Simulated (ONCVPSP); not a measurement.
## Before and after: ONCV potential for copper (Cu)

```
Element                 : copper
Generator               : ONCVPSP 4.0.1
Type                    : optimised norm-conserving Vanderbilt (ONCV)
Functional              : PBE
Relativity              : non-relativistic
Frozen core             : [Ne]
Valence charge          : 19
Reference configuration : 3s2 3p6 3d10 4s0.5 (charge +0.5)
Partial waves           : 3s+4s: rc 1.30 bohr, ncon 4, nbas 8, qcut 8 1/bohr, 2 projectors; 3p: rc 1.05 bohr, ncon 4, nbas 8, qcut 12.8 1/bohr, 2 projectors, debl 1.4 Ha; 3d: rc 1.05 bohr, ncon 4, nbas 7, qcut 15.2 1/bohr, 1 projector
Local potential         : polynomial inside 0.90 bohr (lpopt 5, dvloc0 1 Ha)
Core correction         : none
```

In the p channel the program set the typed energies aside and used -2.762, 0.250 Ha.

All-electron outer shells of the reference configuration (PBE, non-relativistic, ld1.x):

```
shell  level (eV)  outermost node (bohr)  outermost maximum (bohr)
   2p     -915.56                      –                      0.16
   3s     -114.99                   0.29                      0.62
   3p      -75.16                   0.26                      0.63
   3d       -9.26                      –                      0.60
   4s       -7.86                   0.90                      2.24
```

Change: all radii scaled by about 0.85 (s 1.10, p 0.90, d 0.90 bohr); local potential polynomial inside 0.76 bohr (lpopt 5, dvloc0 1 Ha).

Cutoffs: the cutoffs (Ha) at which the residual kinetic energy of the hardest occupied pseudo-wave falls to 1 and 0.1 mHa per electron; they do not see the model core or the augmentation charge, which bear on the density cutoff. Errors are all-electron minus pseudo energies relative to the spin-unpolarised reference configuration.

Question: What does the change do?

Answer: The potential gets harder (89 Ha and 100 Ha → 102 Ha and 131 Ha); of the 4 tests that both files solve, the error grows in 0 and shrinks in 2 by more than 15 % and 0.3 meV (median size 2.5 → 1.3 meV); neither file shows a bound ghost. A smaller radius makes the pseudo-wave follow the all-electron one further in, where it bends more sharply, so more plane waves are needed.

```tsv
quantity	base	changed
cutoff, loose	89 Ha	102 Ha
cutoff, tight	100 Ha	131 Ha
loose cutoff by channel	s 16 Ha, p 46 Ha, d 89 Ha	s 31 Ha, p 42 Ha, d 102 Ha
bound ghosts	none	none
GHOST(+) flags under 300 eV	none	none
error for 3s2 3p6 3d10 4s1, meV [ΔE -3.06 eV]	-1.1	-1.0
error for 3s2 3p6 3d10 4s0, meV [ΔE 4.85 eV]	+0.6	+0.5
error for 3s2 3p6 3d9 4s0, meV [ΔE 26.34 eV]	-3.9	-1.7
error for 3s2 3p6 3d8 4s0, meV [ΔE 65.62 eV]	-14	-6.1
```
